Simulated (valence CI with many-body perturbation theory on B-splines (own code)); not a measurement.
**E1 transitions of Hf LIX**

Method: relativistic CI+MBPT: four valence electrons over a frozen Dirac-Fock core [Ne], radial functions for each j: 11 s, 11 p, 10 d, 8 f, 5 g, 2 h, with the one-electron correlation potential Σ1 (screened to all orders), the two-electron term Σ2, the three-electron term Σ3, Breit, model QED; selected single and double excitations, second order for the rest, scaled by the run's own slope (own B-spline code, finite nucleus).

No measured spectrum was set against this ion. As an estimate, large intervals hold to a few tenths of a per cent, small ones and those within an open d or f shell to about a per cent. Among the levels kept, up to 560 cm⁻¹ of a level comes from second order outside the variational space, and about a tenth of that is noise between levels of different J, which matters for small intervals.

Lines 1 to 50 of 559 in falling wavelength, among levels below 1574.3 eV, chosen from the strongest by gf and those to the six lowest levels. Wavelengths and rates use the calculated energies. Electric multipoles are in the length gauge, E1 and E2 with the static RPA response of the core. Weak lines are less certain than strong ones. Lines between different terms over intervals too small for the method are left out, as are lines whose strength nearly cancels. The highest levels of a list are the least certain.

Levels are named by their leading jj configuration (3d3/2^4 stands for four electrons in 3d with j = 3/2), which in mixed levels can hold well under half, so a name can repeat and another be missing. Letters in brackets count levels of one name in rising energy.

```
λ vac (Å)                           Upper                           Lower   A (s⁻¹)  S (a.u.) with core polarisation  S without
    100.6  (3s 3p1/2 3d3/2 3d5/2) J=4 [a]          (3s^2 3d3/2 3d5/2) J=3  5.45e+09                         2.47e-02   2.50e-02
    94.11              (3s^2 3p3/2^2) J=2          (3s 3p1/2^2 3p3/2) J=1  1.34e+08                         2.75e-04   2.79e-04
    93.53      (3s 3p1/2 3p3/2 3d3/2) J=4          (3s^2 3p3/2 3d3/2) J=3  8.71e+09                         3.16e-02   3.22e-02
    93.39      (3s 3p1/2 3d3/2 3d5/2) J=5          (3s^2 3d3/2 3d5/2) J=4  1.32e+10                         5.85e-02   5.94e-02
    93.33       (3p1/2 3p3/2^2 3d3/2) J=4      (3s 3p3/2^2 3d3/2) J=3 [b]  7.38e+09                         2.66e-02   2.71e-02
    87.45       (3p1/2 3p3/2^2 3d5/2) J=5      (3s 3p3/2^2 3d5/2) J=4 [b]  1.11e+10                         4.03e-02   4.09e-02
    82.59  (3s 3p1/2 3d3/2 3d5/2) J=3 [c]          (3s^2 3d3/2 3d5/2) J=2  1.17e+10                         2.28e-02   2.31e-02
    82.11           (3p1/2^2 3d3/2^2) J=2      (3s 3p1/2 3d3/2^2) J=1 [a]  1.40e+10                         1.91e-02   1.94e-02
    81.85              (3s^2 3p3/2^2) J=0          (3s 3p1/2^2 3p3/2) J=1  2.41e+08                         6.52e-05   6.62e-05
    81.83          (3s 3p1/2 3d5/2^2) J=5              (3s^2 3d5/2^2) J=4  2.59e+10                         7.71e-02   7.82e-02
    81.46          (3s 3p1/2^2 3p3/2) J=2          (3s^2 3p1/2 3p3/2) J=2  1.10e+10                         1.47e-02   1.49e-02
    80.86       (3p1/2^2 3d3/2 3d5/2) J=4  (3s 3p1/2 3d3/2 3d5/2) J=3 [d]  2.34e+10                         5.49e-02   5.57e-02
    80.82      (3s 3p1/2 3p3/2 3d5/2) J=5          (3s^2 3p3/2 3d5/2) J=4  1.96e+10                         5.62e-02   5.71e-02
    80.30      (3s 3p1/2 3d5/2^2) J=3 [a]              (3s^2 3d5/2^2) J=2  2.28e+10                         4.07e-02   4.13e-02
    79.84          (3s 3p1/2 3p3/2^2) J=3              (3s^2 3p3/2^2) J=2  1.28e+10                         2.25e-02   2.29e-02
    79.10  (3s 3p1/2 3d3/2 3d5/2) J=4 [c]          (3s^2 3d3/2 3d5/2) J=4  1.27e+10                         2.79e-02   2.83e-02
    78.97  (3s 3p1/2 3p3/2 3d5/2) J=4 [c]          (3s^2 3p3/2 3d5/2) J=3  1.16e+10                         2.53e-02   2.57e-02
    78.10              (3s^2 3p3/2^2) J=2          (3s 3p1/2^2 3p3/2) J=2  9.62e+07                         1.13e-04   1.15e-04
    77.74          (3s 3p1/2^2 3d5/2) J=3          (3s^2 3p1/2 3d5/2) J=3  1.55e+10                         2.52e-02   2.56e-02
    77.55       (3p1/2^2 3p3/2 3d5/2) J=4  (3s 3p1/2 3p3/2 3d5/2) J=3 [c]  1.76e+10                         3.64e-02   3.70e-02
    77.52      (3s 3p1/2 3d5/2^2) J=1 [b]              (3s^2 3d5/2^2) J=0  2.53e+10                         1.74e-02   1.77e-02
    77.26          (3s 3p1/2^2 3d5/2) J=3          (3s^2 3p1/2 3d5/2) J=2  2.52e+10                         4.01e-02   4.08e-02
    76.88          (3s 3p1/2^2 3p3/2) J=2          (3s^2 3p1/2 3p3/2) J=1  1.37e+10                         1.53e-02   1.56e-02
    76.81  (3s 3p1/2 3p3/2 3d3/2) J=3 [c]          (3s^2 3p3/2 3d3/2) J=3  1.63e+10                         2.55e-02   2.59e-02
    76.24  (3s 3p1/2 3p3/2 3d5/2) J=3 [b]          (3s^2 3p3/2 3d5/2) J=2  1.43e+10                         2.18e-02   2.22e-02
    75.79   (3p1/2 3p3/2^2 3d5/2) J=4 [b]      (3s 3p3/2^2 3d5/2) J=3 [a]  1.50e+10                         2.91e-02   2.95e-02
    75.50      (3s 3p1/2 3d5/2^2) J=2 [b]              (3s^2 3d5/2^2) J=2  2.48e+10                         2.63e-02   2.67e-02
    75.03          (3s 3p1/2^2 3d3/2) J=1          (3s^2 3p1/2 3d3/2) J=2  3.14e+10                         1.96e-02   1.99e-02
    74.89       (3p1/2^2 3d3/2 3d5/2) J=4  (3s 3p1/2 3d3/2 3d5/2) J=4 [c]  1.96e+10                         3.65e-02   3.71e-02
    74.83       (3p1/2^2 3p3/2 3d3/2) J=3  (3s 3p1/2 3p3/2 3d3/2) J=3 [c]  2.15e+10                         3.11e-02   3.16e-02
    74.55      (3s 3p1/2 3d5/2^2) J=4 [b]              (3s^2 3d5/2^2) J=4  2.08e+10                         3.82e-02   3.88e-02
    74.42       (3p1/2^2 3d3/2 3d5/2) J=2  (3s 3p1/2 3d3/2 3d5/2) J=3 [c]  2.53e+10                         2.58e-02   2.62e-02
    74.29       (3p1/2^2 3p3/2 3d5/2) J=3  (3s 3p1/2 3p3/2 3d5/2) J=2 [c]  1.59e+10                         2.25e-02   2.28e-02
    73.84           (3p1/2^2 3d5/2^2) J=4      (3s 3p1/2 3d5/2^2) J=3 [b]  4.72e+10                         8.44e-02   8.56e-02
    73.77       (3p1/2^2 3p3/2 3d5/2) J=3  (3s 3p1/2 3p3/2 3d5/2) J=3 [d]  1.19e+10                         1.65e-02   1.68e-02
    73.42           (3p1/2^2 3d3/2^2) J=0      (3s 3p1/2 3d3/2^2) J=1 [b]  9.87e+10                         1.93e-02   1.96e-02
    73.38  (3s 3p1/2 3d3/2 3d5/2) J=3 [d]          (3s^2 3d3/2 3d5/2) J=4  2.26e+10                         3.09e-02   3.14e-02
    72.98       (3p1/2 3p3/2^2 3d3/2) J=4          (3s 3p3/2^2 3d3/2) J=4  1.69e+10                         2.93e-02   2.97e-02
    72.69      (3s 3p1/2 3d5/2^2) J=3 [b]              (3s^2 3d5/2^2) J=4  2.56e+10                         3.40e-02   3.46e-02
    72.41           (3p1/2^2 3d5/2^2) J=2      (3s 3p1/2 3d5/2^2) J=1 [a]  3.15e+10                         2.95e-02   2.99e-02
    72.39       (3p1/2^2 3p3/2 3d5/2) J=4  (3s 3p1/2 3p3/2 3d5/2) J=4 [b]  1.06e+10                         1.79e-02   1.81e-02
    72.02           (3p1/2^2 3d5/2^2) J=4      (3s 3p1/2 3d5/2^2) J=4 [b]  3.93e+10                         6.52e-02   6.62e-02
    72.00       (3p1/2^2 3d3/2 3d5/2) J=2  (3s 3p1/2 3d3/2 3d5/2) J=1 [b]  1.88e+10                         1.73e-02   1.76e-02
    71.97          (3s 3p1/2^2 3d3/2) J=2          (3s^2 3p1/2 3d3/2) J=2  2.40e+10                         2.21e-02   2.24e-02
    71.78  (3s 3p1/2 3p3/2 3d5/2) J=3 [d]          (3s^2 3p3/2 3d5/2) J=3  2.08e+10                         2.66e-02   2.70e-02
    71.68          (3s 3p1/2^2 3d5/2) J=2          (3s^2 3p1/2 3d5/2) J=3  3.47e+10                         3.16e-02   3.21e-02
    71.43   (3p1/2 3p3/2^2 3d3/2) J=3 [a]      (3s 3p3/2^2 3d3/2) J=3 [a]  1.97e+10                         2.48e-02   2.52e-02
    71.35       (3p1/2^2 3d3/2 3d5/2) J=3  (3s 3p1/2 3d3/2 3d5/2) J=3 [b]  3.94e+10                         4.95e-02   5.02e-02
    71.30           (3p1/2^2 3d5/2^2) J=2      (3s 3p1/2 3d5/2^2) J=2 [b]  5.14e+10                         4.60e-02   4.67e-02
    70.33       (3p1/2^2 3p3/2 3d5/2) J=2  (3s 3p1/2 3p3/2 3d5/2) J=2 [b]  2.57e+10                         2.21e-02   2.24e-02
```
